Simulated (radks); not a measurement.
The tin ion Sn4+, configuration [Ar] 3d10 4s2 4p5 4d10 4f1 (not the ground configuration).

Method: scalar-relativistic Kohn-Sham, exchange-only r2SCAN, spin-polarised, spherical densities, finite nucleus; open shells are filled with parallel spins first (spin-orbit coupling, left out, can overturn this in heavy ions); meta-GGA in the generalised Kohn-Sham scheme; Fermi nuclear charge, rms radius 4.6519 fm; computed with a radial shooting solver on a logarithmic mesh with Libxc functionals.

Energy parts (hartree):
part                    energy
total              -6167.58035
kinetic             6441.97437
electron-nucleus  -14830.02531
Hartree             2381.41159
exchange            -160.94101

Orbitals (lengths in bohr, moments of r in powers of bohr; r(max) is where P^2 peaks):
orbital  occ.  eigenvalue (hartree)      <r^4>     <r^2>   r(max)
1s up       1             -1070.335  3.412e-06  0.001143  0.01878
1s down     1             -1070.318  3.412e-06  0.001143  0.01878
2s up       1             -163.8779  0.0005927   0.01856   0.1060
2s down     1             -163.8734  0.0005926   0.01856   0.1060
2p up       3             -147.2123  0.0004271   0.01467  0.08495
2p down     3             -147.1998  0.0004271   0.01467  0.08496
3s up       1             -33.46428    0.02619    0.1309   0.3070
3s down     1             -33.45367    0.02616    0.1309   0.3070
3p up       3             -27.97101    0.02780    0.1318   0.3006
3p down     3             -27.95710    0.02776    0.1318   0.3006
3d up       5             -19.52940    0.02544    0.1173   0.2515
3d down     5             -19.51393    0.02537    0.1172   0.2515
4s up       1              -6.98388     0.8259    0.7489   0.7451
4s down     1              -6.90654     0.8331    0.7516   0.7456
4p up       3              -5.29489      1.155    0.8713   0.7856
4p down     2              -5.22174      1.168    0.8757   0.7864
4d up       5              -2.80481      2.652     1.250   0.8711
4d down     5              -2.74051      2.680     1.258   0.8732
4f up       1              -0.72986      133.4     8.591    2.327

The highest occupied level is 4f up at -19.861 eV. The electron density at the nucleus is 1.964e+05 e/bohr^3 (large components only). The density falls to 0.001 e/bohr^3 at r = 3.79 bohr.
